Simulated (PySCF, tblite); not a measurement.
Species: C5H7FO2.
Z-matrix (Å and degrees, GFN2-xTB geometry), rows numbered from 1:
```
O 
C   1  1.1863
C   2  1.5150  1  136.73
C   3  1.5370  2   83.24  1   179.93
C   4  1.5218  3  117.27  2   114.64
C   5  1.5222  4  111.81  3    78.21
F   6  1.3737  5  110.49  4   -65.32
O   2  1.3601  1  128.99  3   179.59
H   3  1.0865  2  115.14  1   -64.82
H   3  1.0862  2  114.94  1    63.88
H   4  1.0942  3  115.03  2  -112.24
H   5  1.0920  4  109.30  3   -43.22
H   5  1.0908  4  108.93  3  -161.42
H   6  1.0941  5  111.06  4   176.62
H   6  1.0949  5  111.70  4    53.20
```

Method: PBE0/pcSseg-1 in PySCF (dipole) on a GFN2-xTB geometry, gas phase.

Masses are those of the commonest isotopes; rigid-rotor values at the optimised geometry. The values belong to one conformer with, in the numbering `[O:1]=[C:2]1[CH2:3][C@H:4]([CH2:5][CH2:6][F:7])[O:8]1`, C3–C4–C5–C6 78°, C4–C5–C6–F7 -65°.

(1) Give the principal moments of inertia and the rotational constants in MHz.

(2) What kind of rotor is it?

(3) What does the inertial defect say?

(4) Give the other two planar moments, Paa and Pbb, and the rms extents of the mass along the axes.

(5) Give the coordinates in the principal-axis frame, origin at the centre of mass.

(6) List the rotational levels J(Ka,Kc) to J = 4 (MHz).

(7) Which types of transition are allowed, and where do some lines up to J = 3 fall?

(8) Estimate the classical rotational partition function at 10 K, 100 K and 298.15 K.

Results:

(1) Ia = 94.53, Ib = 446.86, Ic = 505.96 u·Å²; 505379 MHz·u·Å²/I gives A = 5346, B = 1131, C = 998.8 MHz.

(2) A near-prolate asymmetric top: κ = (2 × 1131 − 5346 − 998.8)/(5346 − 998.8) = -0.94.

(3) Not planar: Δ = Ic − Ia − Ib = -35.43 u·Å². For a rigid frame Δ = −2 Σ m c², so Σ m c² = 17.72 u·Å² lies off the ab plane: 8.02 from hydrogen and 9.70 from heavier atoms. The atom farthest from that plane is 1.55 Å away.

(4) Paa = Σ m a² = (Ib + Ic − Ia)/2 = 429.15 and Pbb = Σ m b² = (Ia + Ic − Ib)/2 = 76.82 u·Å². With the mass M = 118.04 u, the rms extents √(P/M) along a, b and c are 1.91, 0.81, 0.39 Å.

(5) The sense of each axis is arbitrary; atoms in the order of the calculation.
```csv
atom,mass (u),a (Å),b (Å),c (Å)
O1,15.995,2.927,0.520,0.366
C2,12.000,1.831,0.210,0.032
C3,12.000,0.555,0.925,-0.362
C4,12.000,0.018,-0.506,-0.522
C5,12.000,-1.089,-0.946,0.426
C6,12.000,-2.444,-0.393,0.008
F7,18.998,-2.458,0.977,0.113
O8,15.995,1.306,-1.034,-0.131
H9,1.008,0.095,1.516,0.425
H10,1.008,0.624,1.519,-1.269
H11,1.008,-0.209,-0.804,-1.550
H12,1.008,-0.853,-0.608,1.437
H13,1.008,-1.139,-2.035,0.431
H14,1.008,-3.239,-0.764,0.662
H15,1.008,-2.674,-0.630,-1.036
```

(6) Above 0(0,0):
J = 1: 1(0,1) 2130, 1(1,1) 6345, 1(1,0) 6477
J = 2: 2(0,2) 6386, 2(1,2) 10472, 2(1,1) 10869, 2(2,1) 23514, 2(2,0) 23517
J = 3: 3(0,3) 12763, 3(1,3) 16662, 3(1,2) 17454, 3(2,2) 29903, 3(2,1) 29919, 3(3,1) 51311, 3(3,0) 51311
J = 4: 4(0,4) 21252, 4(1,4) 24911, 4(1,3) 26231, 4(2,3) 38420, 4(2,2) 38466, 4(3,2) 59836, 4(3,1) 59836, 4(4,1) 89799, 4(4,0) 89799
The levels of one J sum to (2J + 1)J(J + 1)(A + B + C)/3.

(7) The dipole components are |μa| = 4.17 D, |μb| = 1.05 D, |μc| = 1.16 D. Intensities carry the squares of the components, which stand as 1.00 : 0.06 : 0.08 (a : b : c). Some lines, for components of 0.1 D or more:

```json
{"type": "a", "branch": "Q", "J(Ka,Kc)": "2(1,1) ← 2(1,2)", "MHz": "396", "lower level (cm⁻¹)": "0.349"}
{"type": "b", "branch": "R", "J(Ka,Kc)": "3(0,3) ← 2(1,2)", "MHz": "2291", "lower level (cm⁻¹)": "0.349"}
{"type": "c", "branch": "Q", "J(Ka,Kc)": "3(1,3) ← 3(0,3)", "MHz": "3898", "lower level (cm⁻¹)": "0.426"}
{"type": "c", "branch": "Q", "J(Ka,Kc)": "2(1,2) ← 2(0,2)", "MHz": "4086", "lower level (cm⁻¹)": "0.213"}
{"type": "a", "branch": "R", "J(Ka,Kc)": "2(1,2) ← 1(1,1)", "MHz": "4127", "lower level (cm⁻¹)": "0.212"}
{"type": "c", "branch": "Q", "J(Ka,Kc)": "1(1,1) ← 1(0,1)", "MHz": "4215", "lower level (cm⁻¹)": "0.071"}
{"type": "a", "branch": "R", "J(Ka,Kc)": "2(1,1) ← 1(1,0)", "MHz": "4392", "lower level (cm⁻¹)": "0.216"}
{"type": "b", "branch": "Q", "J(Ka,Kc)": "2(1,1) ← 2(0,2)", "MHz": "4482", "lower level (cm⁻¹)": "0.213"}
{"type": "a", "branch": "R", "J(Ka,Kc)": "3(0,3) ← 2(0,2)", "MHz": "6377", "lower level (cm⁻¹)": "0.213"}
{"type": "a", "branch": "R", "J(Ka,Kc)": "3(2,2) ← 2(2,1)", "MHz": "6389", "lower level (cm⁻¹)": "0.784"}
{"type": "c", "branch": "R", "J(Ka,Kc)": "1(1,0) ← 0(0,0)", "MHz": "6477", "lower level (cm⁻¹)": "0.000"}
{"type": "c", "branch": "Q", "J(Ka,Kc)": "2(2,1) ← 2(1,1)", "MHz": "12645", "lower level (cm⁻¹)": "0.363"}
{"type": "b", "branch": "Q", "J(Ka,Kc)": "2(2,0) ← 2(1,1)", "MHz": "12648", "lower level (cm⁻¹)": "0.363"}
{"type": "b", "branch": "Q", "J(Ka,Kc)": "2(2,1) ← 2(1,2)", "MHz": "13042", "lower level (cm⁻¹)": "0.349"}
{"type": "b", "branch": "Q", "J(Ka,Kc)": "3(2,2) ← 3(1,3)", "MHz": "13242", "lower level (cm⁻¹)": "0.556"}
{"type": "c", "branch": "R", "J(Ka,Kc)": "2(2,0) ← 1(1,0)", "MHz": "17040", "lower level (cm⁻¹)": "0.216"}
{"type": "b", "branch": "R", "J(Ka,Kc)": "2(2,0) ← 1(1,1)", "MHz": "17172", "lower level (cm⁻¹)": "0.212"}
{"type": "b", "branch": "R", "J(Ka,Kc)": "3(2,2) ← 2(1,1)", "MHz": "19035", "lower level (cm⁻¹)": "0.363"}
{"type": "c", "branch": "R", "J(Ka,Kc)": "3(2,1) ← 2(1,1)", "MHz": "19050", "lower level (cm⁻¹)": "0.363"}
{"type": "b", "branch": "R", "J(Ka,Kc)": "3(2,1) ← 2(1,2)", "MHz": "19446", "lower level (cm⁻¹)": "0.349"}
{"type": "c", "branch": "Q", "J(Ka,Kc)": "3(3,1) ← 3(2,1)", "MHz": "21392", "lower level (cm⁻¹)": "0.998"}
{"type": "b", "branch": "Q", "J(Ka,Kc)": "3(3,0) ← 3(2,1)", "MHz": "21392", "lower level (cm⁻¹)": "0.998"}
{"type": "c", "branch": "R", "J(Ka,Kc)": "3(3,0) ← 2(2,0)", "MHz": "27794", "lower level (cm⁻¹)": "0.784"}
{"type": "b", "branch": "R", "J(Ka,Kc)": "3(3,0) ← 2(2,1)", "MHz": "27797", "lower level (cm⁻¹)": "0.784"}
```

(8) Point group C1, symmetry number σ = 1; q = (√π/σ)·√((kT/h)³/(ABC)), k/h = 20836.6 MHz/K: 2170 at 10 K, 68600 at 100 K, 353000 at 298.15 K.

Its GFN2-xTB frequencies are all real (lowest 55 cm⁻¹). Zero-point vibration and centrifugal distortion are left out.
